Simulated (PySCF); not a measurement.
Problem. What does the GFN2-xTB structure of `c1c(C)cnnc1` (4-methylpyridazine) look like in three dimensions?

Solution. 
```xyz
13
C5H6N2 angstrom
C     -1.836   -0.224    0.096
C     -0.370    0.049    0.044
C      0.567   -0.943   -0.193
C      1.907   -0.565   -0.235
N      2.307    0.679   -0.060
N      1.436    1.617    0.163
C      0.150    1.338    0.216
H     -2.267   -0.109   -0.899
H     -2.029   -1.240    0.431
H     -2.337    0.477    0.761
H      0.274   -1.973   -0.336
H      2.692   -1.287   -0.414
H     -0.499    2.181    0.409
```

Any rigid rotation of these coordinates is as good. Atoms count from 1 in this order. The 7 heavy atoms lie in one plane (0.004 Å rms). The 4 C–C bonds span 1.385 Å (C2–C3, aromatic) to 1.492 Å (C1–C2, drawn single), a spread of 0.107 Å. N6 (pyridine-type nitrogen) is bent (angle 120.6°). The 6-membered ring C2–C3–C4–N5–N6–C7 has internal angles of 115.4° to 123.6°; it is planar, 0.00 Å rms from its mean plane, widest ring torsion 0°.

Bonds between heavy atoms (Å): C1–C2 1.492, C2–C3 1.385, C3–C4 1.392, C4–N5 1.319, N5–N6 1.299, N6–C7 1.316, C2–C7 1.400.

Structure optimised with GFN2-xTB, isolated species.

No GFN2-xTB frequencies stand behind this structure, so it isn't proved a minimum.

These are computed values.
